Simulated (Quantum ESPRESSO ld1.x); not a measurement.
Values are calculated unless marked as measured or tabulated.
All-electron atom: Tc34+ in [He] 2s1 2p6 (not the ground configuration). Level of theory: Dirac Kohn-Sham, PW91, spin-unpolarised, spherical densities, point nucleus (ld1.x of Quantum ESPRESSO 7.5).

Unscreened Slater integrals over Kohn-Sham orbitals (cm^-1). Large and small components are both included.

\begin{tabular}{lr}
integral & value \\ \hline
F0(2p3/2,2p3/2) & 1566900 \\
F2(2p3/2,2p3/2) & 748470 \\
F0(2p3/2,2p1/2) & 1594200 \\
G2(2p3/2,2p1/2) & 744410 \\
F0(2p3/2,2s1/2) & 1443700 \\
G1(2p3/2,2s1/2) & 815440 \\
F0(2p3/2,1s1/2) & 2125000 \\
G1(2p3/2,1s1/2) & 386230 \\
F0(2p1/2,2p1/2) & 1623500 \\
F0(2p1/2,2s1/2) & 1464000 \\
G1(2p1/2,2s1/2) & 806370 \\
F0(2p1/2,1s1/2) & 2215400 \\
G1(2p1/2,1s1/2) & 403400 \\
F0(2s1/2,2s1/2) & 1365500 \\
F0(2s1/2,1s1/2) & 1928800 \\
G0(2s1/2,1s1/2) & 199250 \\
F0(1s1/2,1s1/2) & 6041900 \\
\end{tabular}
